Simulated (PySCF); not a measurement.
CH3AlF2, charge -1, doublet, at a GFN2-xTB geometry (such geometries of metal compounds can be far from the true shape) (a state made from the parent by changing its charge; the spin is typed, not shown lowest), with bond 7-1 at 3.0 times its length; PBE/3-21G in PySCF.

Input for PySCF:
```python
from pyscf import gto, scf, dft

mol = gto.M(
    atom='''
Al   -0.09872105    0.19641926   -0.09578282
C    -1.57962885   -1.37604475   -0.01850943
H    -1.23342710   -2.24873298   -0.58545741
H    -2.57917316   -1.13168583   -0.40383831
H    -1.71963316   -1.71213550    1.01604952
F     0.54738745    1.82327043   -0.44471816
F     3.98640646   -2.26419235    1.96887994
''',
    basis='3-21g',
    charge=-1,
    spin=1,
    verbose=4,
)

mf = dft.UKS(mol)
mf.xc = 'pbe'
mf.kernel()
mo_i, mo_e, stable_i, stable_e = mf.stability(internal=True, external=False, return_status=True, nroots=6, tol=1e-6)
print('internally stable:', stable_i, ' externally stable:', stable_e)
if not stable_i:
    umf = mf.copy()
    umf.scf_summary = {}
    umf.kernel(umf.make_rdm1(mo_i, mf.mo_occ))
mf.analyze()
```

What the program printed (banner, timings and long lists left out):

```
PySCF version 2.14.0

[INPUT] verbose = 4
[INPUT] num. atoms = 7
[INPUT] num. electrons = 41
[INPUT] charge = -1
[INPUT] spin (= nelec alpha-beta = 2S) = 1
[INPUT] symmetry False subgroup None
[INPUT] Mole.unit = angstrom
[INPUT] Symbol           X                Y                Z      unit          X                Y                Z       unit  Magmom
[...]
nuclear repulsion = 107.781181238309
number of shells = 28
number of NR pGTOs = 81
number of NR cGTOs = 46
basis = 3-21g
ecp = {}

******** <class 'pyscf.dft.uks.UKS'> ********
method = UKS
initial guess = minao
damping factor = 0
level_shift factor = 0
DIIS = <class 'pyscf.scf.diis.CDIIS'>
diis_start_cycle = 1
diis_space = 8
diis_damp = 0
SCF conv_tol = 1e-09
SCF conv_tol_grad = None
SCF max_cycles = 50
direct_scf = True
direct_scf_tol = 1e-13
number electrons alpha = 21  beta = 20
XC library pyscf.dft.libxc version 7.1.2
    S. Lehtola, C. Steigemann, M. J. T. Oliveira, and M. A. L. Marques,  SoftwareX 7, 1–5 (2018)
XC functionals = pbe
    J. P. Perdew, K. Burke, and M. Ernzerhof,  Phys. Rev. Lett. 77, 3865 (1996)
    J. P. Perdew, K. Burke, and M. Ernzerhof,  Phys. Rev. Lett. 78, 1396 (1997)
    J. P. Perdew, K. Burke, and M. Ernzerhof,  Phys. Rev. Lett. 77, 3865 (1996)
    J. P. Perdew, K. Burke, and M. Ernzerhof,  Phys. Rev. Lett. 78, 1396 (1997)
radial grids:
    Treutler-Ahlrichs [JCP 102, 346 (1995); DOI:10.1063/1.469408] (M4) radial grids

becke partition: Becke, JCP 88, 2547 (1988); DOI:10.1063/1.454033
pruning grids: <function nwchem_prune>
grids dens level: 3
symmetrized grids: False
atomic radii adjust function: <function treutler_atomic_radii_adjust>
small_rho_cutoff = 0
Set gradient conv threshold to 3.16228e-05
tot grids = 91248
init E= -478.403384745369

cycle= 1 E= -478.588660222063  delta_E= -0.185  |g|= 0.888  |ddm|= 1.65
cycle= 2 E= -465.319954015119  delta_E= 13.3  |g|= 1.95  |ddm|=  5.7
cycle= 3 E= -477.574782410077  delta_E= -12.3  |g|=  1.9  |ddm|= 5.69
cycle= 4 E= -478.463804846346  delta_E= -0.889  |g|= 1.12  |ddm|= 0.861
cycle= 5 E= -478.467620689013  delta_E= -0.00382  |g|= 1.12  |ddm|= 0.0807
cycle= 6 E= -478.468494038984  delta_E= -0.000873  |g|= 1.12  |ddm|= 0.0336
cycle= 7 E= -465.892828782267  delta_E= 12.6  |g|=  1.7  |ddm|=  5.3
cycle= 8 E= -466.033540639302  delta_E= -0.141  |g|= 1.86  |ddm|= 0.359
cycle= 9 E= -466.023872687517  delta_E= 0.00967  |g|= 1.84  |ddm|= 0.0174
cycle= 10 E= -478.756803950739  delta_E= -12.7  |g|= 0.498  |ddm|= 5.09
cycle= 11 E= -465.659790255764  delta_E= 13.1  |g|= 1.75  |ddm|= 5.01
cycle= 12 E= -465.679744365708  delta_E= -0.02  |g|= 1.74  |ddm|= 0.236
cycle= 13 E= -478.356696445321  delta_E= -12.7  |g|= 1.12  |ddm|= 5.19
cycle= 14 E= -465.582905668534  delta_E= 12.8  |g|= 1.76  |ddm|=  5.1
cycle= 15 E= -478.751184728417  delta_E= -13.2  |g|= 0.578  |ddm|= 5.05
cycle= 16 E= -478.774244092658  delta_E= -0.0231  |g|= 0.458  |ddm|= 0.242
cycle= 17 E= -465.650985667095  delta_E= 13.1  |g|= 1.74  |ddm|= 5.11
cycle= 18 E= -465.711201548347  delta_E= -0.0602  |g|= 1.71  |ddm|= 0.28
cycle= 19 E= -478.661544863323  delta_E=  -13  |g|= 0.656  |ddm|= 5.12
cycle= 20 E= -465.721953330551  delta_E= 12.9  |g|= 1.71  |ddm|= 5.48
cycle= 21 E= -465.698149580534  delta_E= 0.0238  |g|= 1.72  |ddm|= 0.215
cycle= 22 E= -465.863055697086  delta_E= -0.165  |g|= 1.92  |ddm|= 0.584
cycle= 23 E= -469.937933191597  delta_E= -4.07  |g|= 1.76  |ddm|=  4.2
cycle= 24 E= -478.75854738849  delta_E= -8.82  |g|= 0.532  |ddm|= 2.93
cycle= 25 E= -478.702640554615  delta_E= 0.0559  |g|= 0.697  |ddm|= 0.206
cycle= 26 E= -477.923620497397  delta_E= 0.779  |g|= 0.891  |ddm|= 1.98
cycle= 27 E= -478.803316155416  delta_E= -0.88  |g|= 0.356  |ddm|= 1.94
cycle= 28 E= -470.007103730087  delta_E=  8.8  |g|= 1.75  |ddm|=    3
cycle= 29 E= -469.951563419958  delta_E= 0.0555  |g|= 1.76  |ddm|= 0.126
cycle= 30 E= -469.978691578245  delta_E= -0.0271  |g|= 1.75  |ddm|= 0.0414
cycle= 31 E= -465.700830732063  delta_E= 4.28  |g|= 1.74  |ddm|= 4.35
[...]
cycle= 48 E= -478.895346536003  delta_E= 0.0308  |g|= 0.183  |ddm|= 0.454
cycle= 49 E= -478.914436995516  delta_E= -0.0191  |g|= 0.123  |ddm|= 0.766
cycle= 50 E= -478.907008664773  delta_E= 0.00743  |g|= 0.149  |ddm|= 0.664
SCF not converged.
SCF energy = -478.907008664773 after 50 cycles  <S^2> = 0.75329774  2S+1 = 2.003295
uhf_internal: lowest eigs of H = [0.02547127 0.0573171  0.08582838 0.08585256 0.08812804 0.09304777]
<class 'pyscf.dft.uks.UKS'> wavefunction is stable in the internal stability analysis
internally stable: True  externally stable: None
**** SCF Summaries ****
Total Energy =                        -478.907008664773343
Nuclear Repulsion Energy =             107.781181238308918
One-electron Energy =                 -889.441779412333290
Two-electron Energy =                  302.753589509251015
Two-electron Coulomb Energy =          348.549603932566356
DFT Exchange-Correlation Energy =      -45.796014423315356
**** MO energy ****
                             alpha | beta                alpha | beta
[...]
To work with the spin densities directly, `use mulliken_meta_spin()` only printing them here.

 ** Mulliken spin pop alpha/beta on meta-lowdin orthogonal AOs **
 ** Mulliken Spin Density (per AO)  **
spin_pop of  0 Al 1s        0.00000
spin_pop of  0 Al 2s        0.00001
spin_pop of  0 Al 3s        0.09128
spin_pop of  0 Al 4s        0.00416
spin_pop of  0 Al 2px      -0.00001
spin_pop of  0 Al 2py      -0.00000
spin_pop of  0 Al 2pz      -0.00001
spin_pop of  0 Al 3px       0.04427
spin_pop of  0 Al 3py       0.00215
spin_pop of  0 Al 3pz       0.01193
spin_pop of  0 Al 4px       0.00018
spin_pop of  0 Al 4py       0.00005
spin_pop of  0 Al 4pz       0.00005
spin_pop of  1 C 1s       -0.00000
spin_pop of  1 C 2s        0.01615
spin_pop of  1 C 3s        0.00035
spin_pop of  1 C 2px       0.02504
spin_pop of  1 C 2py       0.03283
spin_pop of  1 C 2pz       0.00415
spin_pop of  1 C 3px       0.00030
spin_pop of  1 C 3py       0.00038
spin_pop of  1 C 3pz       0.00002
spin_pop of  2 H 1s       -0.00339
spin_pop of  2 H 2s        0.00001
spin_pop of  3 H 1s        0.00014
spin_pop of  3 H 2s        0.00006
spin_pop of  4 H 1s       -0.00339
spin_pop of  4 H 2s        0.00001
spin_pop of  5 F 1s       -0.00000
spin_pop of  5 F 2s        0.00269
spin_pop of  5 F 3s        0.00017
spin_pop of  5 F 2px      -0.00423
spin_pop of  5 F 2py       0.01742
spin_pop of  5 F 2pz      -0.00309
spin_pop of  5 F 3px      -0.00001
spin_pop of  5 F 3py       0.00013
spin_pop of  5 F 3pz       0.00002
spin_pop of  6 F 1s       -0.00000
spin_pop of  6 F 2s        0.00030
spin_pop of  6 F 3s       -0.00027
spin_pop of  6 F 2px       0.44258
spin_pop of  6 F 2py       0.19463
spin_pop of  6 F 2pz       0.12320
spin_pop of  6 F 3px      -0.00008
spin_pop of  6 F 3py      -0.00008
spin_pop of  6 F 3pz      -0.00008
 ** Mulliken Spin Density (per atom)  **
spin density of  0 Al =      0.15406
spin density of  1 C =      0.07921
spin density of  2 H =     -0.00338
spin density of  3 H =      0.00021
spin density of  4 H =     -0.00338
spin density of  5 F =      0.01309
spin density of  6 F =      0.76019
 ** Mulliken pop alpha/beta on meta-lowdin orthogonal AOs **
 ** Mulliken pop       alpha | beta **
In total            21.00000 | 20.00000
 ** Mulliken atomic charges   ( Nelec_alpha | Nelec_beta ) **
charge of  0Al =      0.01678  (     6.56864      6.41458 )
charge of  1C =     -0.64195  (     3.36058      3.28137 )
charge of  2H =      0.08962  (     0.45350      0.45688 )
charge of  3H =      0.06214  (     0.46903      0.46882 )
charge of  4H =      0.08962  (     0.45350      0.45688 )
charge of  5F =     -0.37960  (     4.69635      4.68325 )
charge of  6F =     -0.23662  (     4.99840      4.23821 )

WARN: System has nonzero charge -1; the dipole moment is origin-dependent.
Location of origin: [0. 0. 0.]

Dipole moment(X, Y, Z, Debye): -5.20633,  2.00178, -2.25151
```

Convergence was not reached.
